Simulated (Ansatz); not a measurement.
Cost and result for the atomization energy of CH$_{5}$ClOSi$_{2}$, SMILES `O=C[SiH]([SiH3])Cl` (10 atoms, 9 bonds).

```xyz
10

O     2.1512   -1.2600   -0.3442
C     1.1473   -1.1525   -0.9997
Si    0.0243    0.3979   -0.7776
Si   -0.7363    0.5227    1.4318
Cl   -1.5753    0.2203   -2.0692
H     0.8583   -1.9469   -1.7270
H     0.8247    1.5814   -1.1810
H    -1.6413    1.6925    1.5711
H     0.4256    0.6685    2.3451
H    -1.4786   -0.7238    1.7508
```

Total charge 0; spin multiplicity 1. The structure was optimised at the PBE0-D4/def2-TZVP level. It is one conformer, not always the lowest. Program: Ansatz. All runs use 4 threads of an Arm Neoverse V2 on a shared host. Times are those of one run each, without the atoms' runs, and a repeat can differ threefold. Electronic energies, without spin–orbit coupling; frozen cores. CCSD(T)/CBS adds CCSD(T) − MP2 in def2-TZVPP to the MP2 limit, and its time is that of the two runs behind it. T1 = 0.014. B3LYP takes the VWN-RPA correlation (the form of Gaussian; ORCA's B3LYP/G).

CCSD(T)/CBS is a level of theory with its own doubt, some kJ/mol a heavy atom from the limit and from the frozen cores, so smaller differences don't rank the functionals.

```csv
level,functions,wall time
PBE-D4/def2-TZVPP (with forces),258,2.3 s
PBE0-D4/def2-TZVPP,258,2.9 s
r2SCAN-D4/def2-TZVPP (with forces),258,4.3 s
B3LYP-D4/def2-TZVPP (with forces),258,4.4 s
B2PLYP/def2-TZVPP,258,5 s
ωB97X-V/def2-TZVPP,258,7.5 s
ωB97M-V/def2-TZVPP (with forces),258,12 s
MP2/def2-QZVPP,474,18 s
CCSD(T)/def2-TZVPP,258,120 s
CCSD(T)/CBS(def2),–,2.3 min
```

Q: What atomization energy does each give, and how far from CCSD(T)/CBS? (Best estimate.)

A: The calculation gave: 
| level | atomization (kcal/mol) | difference from CCSD(T)/CBS | per bond |
| --- | --- | --- | --- |
| PBE-D4/def2-TZVPP (with forces) | 818.5 | 11.2 | 1.2 |
| PBE0-D4/def2-TZVPP | 803.5 | -3.8 | -0.4 |
| r2SCAN-D4/def2-TZVPP (with forces) | 809.7 | 2.4 | 0.3 |
| B3LYP-D4/def2-TZVPP (with forces) | 804.3 | -3.0 | -0.3 |
| B2PLYP/def2-TZVPP | 794.5 | -12.8 | -1.4 |
| ωB97X-V/def2-TZVPP | 812.9 | 5.6 | 0.6 |
| ωB97M-V/def2-TZVPP (with forces) | 808.6 | 1.3 | 0.1 |
| MP2/def2-QZVPP | 809.1 | 1.8 | 0.2 |
| CCSD(T)/def2-TZVPP | 783.0 | -24.3 | -2.7 |
| CCSD(T)/CBS(def2) | 807.3 | 0.0 | 0.0 |

From PBE to PBE0 (25 % exact exchange), in def2-TZVPP and without D4, the atomization energy moves by −14.2 kcal/mol: exact exchange takes away binding that semilocal exchange gives to molecules. The D4 term adds +9.9 kcal/mol with B3LYP and +5.2 kcal/mol with PBE0; it sums over pairs of atoms, weighted by their polarisabilities, and B3LYP, whose exchange is more repulsive, gets the larger term. In def2-TZVPP, CCSD(T) changes the Hartree–Fock value by +199.9 kcal/mol (the triples alone add +13.4 kcal/mol) and MP2 by +211.6 kcal/mol; breaking electron pairs costs correlation energy, which Hartree–Fock lacks.
